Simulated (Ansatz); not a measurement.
Input for Ansatz (an electronic-structure program): R-B3LYP/def2-TZVPP on BH3O (SMILES BO), a point of a torsion scan.

Ansatz 0.2 input:
```yaml
crystal:
  periodic: [false, false, false]
  atoms:
    - {symbol: B, position_ang: [-0.41704780, 0.00605197, 0.06302254]}
    - {symbol: O, position_ang: [0.82928263, -0.37864943, 0.29909502]}
    - {symbol: H, position_ang: [-1.18791573, -0.85436455, -0.13393464]}
    - {symbol: H, position_ang: [-0.74293335, 1.14120609, 0.04953840]}
    - {symbol: H, position_ang: [1.48394510, 0.30133556, 0.46395241]}
basis:
  gaussian:
    orbitals: def2-TZVPP
hamiltonian:
  xc: {name: B3LYP}
scf: {lower_state_search: off}
```

Output:

```
WARN ansatz: RAYON_NUM_THREADS=1 ignored (pool sized by the plan → 1); use --threads N
Functional definition: B3LYP
these checks for a lower state are left out or cut short: stability, starts, cluster_reference, orbital_swaps, neighbouring_geometries, increment
integrals: 0.02 GiB planned
497 factors; their error is unknown
mean field: 0.23 GiB planned
mean field evaluation 1: about -2770.1288 eV, gradient 5.1e1 eV
mean field evaluation 2: about -2761.9211 eV, gradient 8.5e1 eV
mean field evaluation 4: about -2774.4696 eV, gradient 2.2e0 eV
mean field evaluation 8: about -2774.4831 eV, gradient 2.1e-2 eV
mean field -2774.48309104 eV, -101.9603729834 hartree, gradient 1.3e-6 eV, S^2 0.000000; 0 other end points of the search recorded, 0 dependent functions left out
reference -2774.48328773 eV, -101.9603802117 hartree; 8, 8 occupied and 96, 96 virtual orbitals, 497 factors
Total energy: -2774.48328773 eV, -101.9603802117 hartree
Checks for a lower state left out: stability, starts, cluster_reference, orbital_swaps, neighbouring_geometries, increment
```

The calculation finished and met its thresholds.

Cost: roughly 0.5 core-seconds.
